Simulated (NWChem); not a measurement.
SnNH$_{2}$F, singlet; SMILES [NH2][Sn][F]

```xyz
5

Sn     0.3847     0.0018     0.0000
F     -0.9265    -1.4920     0.0000
N     -1.1124     1.4000     0.0000
H     -2.0998     1.1208     0.0000
H     -1.0076     2.4188     0.0000
```
Atoms are numbered in this order, from 1.

All runs: NWChem. Low-valent species are run as closed-shell singlets; no triplet was tried in these runs. The geometry was optimised at PBE-D3(BJ)/def2-SVP. def2 effective core potentials on Sn; no spin-orbit coupling. Level SCAN/def2-SVP: energy and gradient on several grids; changes count from the extra-fine grid, which is no exact limit either.

```tsv
grid	size of the energy change (μHa)	largest change of a gradient component (μHa/bohr)
xcoarse	7000	7000
coarse	6000	1000
medium	1000	600
fine	500	200
xfine	< 10	< 30
```
